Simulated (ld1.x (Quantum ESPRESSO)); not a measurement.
Ranking RRKJ potentials for Zr (Z = 40)

All share these settings but for the change named:

```
Element                 : zirconium (Zr)
Generator               : ld1.x (Quantum ESPRESSO) 7.5
Type                    : norm-conserving RRKJ (Kleinman–Bylander form)
Functional              : LDA (PZ)
Relativity              : fully relativistic
Frozen core             : [Ar] 3d10 4s2
Valence charge          : 10
Reference configuration : 4p6 4d2 5s1 5p0 (charge +1)
Partial waves           : 4p (bound): rc 1.75 bohr; 4d (bound): rc 1.85 bohr; 5s (bound): rc 3.10 bohr
Local potential         : the s channel
Core correction         : none
rho0                    : 0.02
```

Open shells are filled in proportion to 2j + 1 (rel_dist='average').

Cutoff: the first of the cutoffs (Ry, on a coarse ladder) from which the occupation-weighted sum of valence levels, in a spherical-Bessel basis at the reference potential, stays within 10 and 1 mRy of its value at 400 Ry; the density cutoff is not measured.

The base gives 40 Ry.

Of 8 variants that were run, those that failed, showed a ghost or another fault, or gave nearly equal values are left out.

A variant can come out equal or close to the base.

**Question.** Rank these variants from softest to hardest (loose cutoff).
A. all radii scaled by about 0.87 (s 2.70, p 1.52, d 1.60 bohr)
B. functional PBE
C. core [Kr], valence charge 4; reference 4d2 5s1.75 5p0.25; waves now 5s (bound): rc 3.20 bohr; 4d (bound): rc 1.90 bohr; 5p (bound): rc 4.20 bohr; local potential the p channel

**Answer.** C (30 Ry), B (40 Ry), A (60 Ry).
